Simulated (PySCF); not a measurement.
CH₃AlCl, SMILES [CH3][Al][Cl], multiplicity 2.

The structure is a stationary point at ωB97X-D3(BJ)/def2-TZVP. The spin state was assumed, not searched. The isomer is the one that the SMILES or the coordinates give; other isomers of the formula were not compared.

These are IEF-PCM-M06-2X/def2-SVP run with PySCF 2.14.0 values and carry that method's errors.

The values are the electrostatic part of the solvation free energy, E(continuum) − E(gas) at the gas-phase geometry, in a cavity of scaled van der Waals radii (PySCF's table); cavitation and dispersion terms are not included. A continuum can't describe solvent molecules that bind to the metal. The dipole moment in vacuum is 1.98 D.

Task: Estimate the values in water (ε = 78.36), chlorobenzene (ε = 5.70), chloroform (ε = 4.71). (The exact figures need the calculation; the answer reports its results.)

Result: 
```
solvent            ε  ΔG(elec) (kcal/mol)  dipole (D)
-------------  -----  -------------------  ----------
water          78.36                 -4.0        2.64
chlorobenzene   5.70                 -3.1        2.48
chloroform      4.71                 -2.9        2.45
```
